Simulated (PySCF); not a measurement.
PbBr, SMILES [Br][Pb+] (connectivity only; charge and spin as stated), charge +1, multiplicity 1.

Geometry: B3LYP-D3(BJ)/def2-TZVP. The multiplicity is an assumed one; other spin states were not compared. The def2 effective core potentials stand for the cores of Pb; spin–orbit coupling is left out.

Vertical ionisation energy (IE) and electron affinity (EA) in eV. Rows of orbital energies are one-electron estimates. Where ΔSCF, EOM or ADC give a negative EA the extra electron is unbound and the value depends on the basis.

```csv
level,IE,EA
"−ε(HOMO), −ε(LUMO), B3LYP/def2-TZVPD (PySCF)",13.65,9.02
"−ε(HOMO), −ε(LUMO), HF/def2-TZVPD (PySCF)",16.43,5.94
```
